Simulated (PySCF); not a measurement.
Correlation energy of He (helium, neutral)

1s2, closed-shell 1S. Computed with PySCF 2.14 in dyall-av3z (10s3p2d, 29 functions), with the spin-free X2C one-electron Hamiltonian (Gaussian nucleus). Frozen: nothing; 2 electrons correlated; the 4 highest virtual orbitals of each spin left out.

With two correlated electrons CCSD is exact within the correlated space (frozen core and kept virtual orbitals).

| level | correlation energy (mhartree) |
| --- | --- |
| CCSD | -39.94 |

Diagnostics: T1 = 0.0017, D1 = 0.0024, largest double amplitude 0.027.

Cost of the coupled-cluster step: roughly 0.14 core-seconds, for 2 correlated electrons.

Iterations:

```
CC2 = 0
CCSD nocc = 1, nmo = 25
frozen orbitals [25, 26, 27, 28]
max_cycle = 100
direct = 0
conv_tol = 1e-08
conv_tol_normt = 1e-06
diis_space = 8
diis_start_cycle = 0
Init t2, MP2 energy = -2.89591350973283  E_corr(MP2) -0.034150966756534
Init E_corr(CCSD) = -0.034150966756545
cycle = 1  E_corr(CCSD) = -0.0387600846330954  dE = -0.00460911788  norm(t1,t2) = 0.0111137
cycle = 2  E_corr(CCSD) = -0.0396669148551062  dE = -0.000906830222  norm(t1,t2) = 0.00277769
cycle = 3  E_corr(CCSD) = -0.0399513914480704  dE = -0.000284476593  norm(t1,t2) = 0.000834583
cycle = 4  E_corr(CCSD) = -0.0399430496980285  dE = 8.34175004e-06  norm(t1,t2) = 0.000118123
cycle = 5  E_corr(CCSD) = -0.0399428974387226  dE = 1.52259306e-07  norm(t1,t2) = 6.96901e-06
cycle = 6  E_corr(CCSD) = -0.0399429944728652  dE = -9.70341426e-08  norm(t1,t2) = 1.74585e-06
cycle = 7  E_corr(CCSD) = -0.0399429998494007  dE = -5.37653553e-09  norm(t1,t2) = 2.54545e-07
CCSD converged
E(CCSD) = -2.901705542825693  E_corr = -0.03994299984940071
```
